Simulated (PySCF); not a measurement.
# Working out the ionisation energy of Ne⁺

Ne⁺ [He] 2s2 2p5 (2P) → Ne²⁺ [He] 2s2 2p4 (3P). Computed with PySCF 2.14 in aug-cc-pwCVDZ, with no relativity, point nucleus. Frozen: 1s2. Energies in hartree (1 hartree = 27.21139 eV):

| part | Ne⁺ (lower) | Ne²⁺ (upper) |
| --- | --- | --- |
| UHF | -127.767046 | -126.322715 |
| CCSD correlation | -0.164199 | -0.120979 |
| (T) | -0.001804 | -0.000930 |

What does Hartree-Fock give?

(-126.322715) − (-127.767046) = 1.444331 hartree = 39.302 eV.

What do CCSD and CCSD(T) give?

The CCSD correlation energies differ by 0.043220 hartree = 1.176 eV and the triples by 0.000874 hartree = 0.024 eV, so CCSD gives 40.478 eV and CCSD(T) 40.502 eV.

A first-order spin-orbit estimate adds -0.004 eV to CCSD(T) (valence), giving 40.498 eV against 40.963 eV (measured; NIST Atomic Spectra Database, ionization energies).

A double-zeta basis recovers only part of the correlation energy.

What remains against the reference includes basis incompleteness, the frozen core and higher excitations.
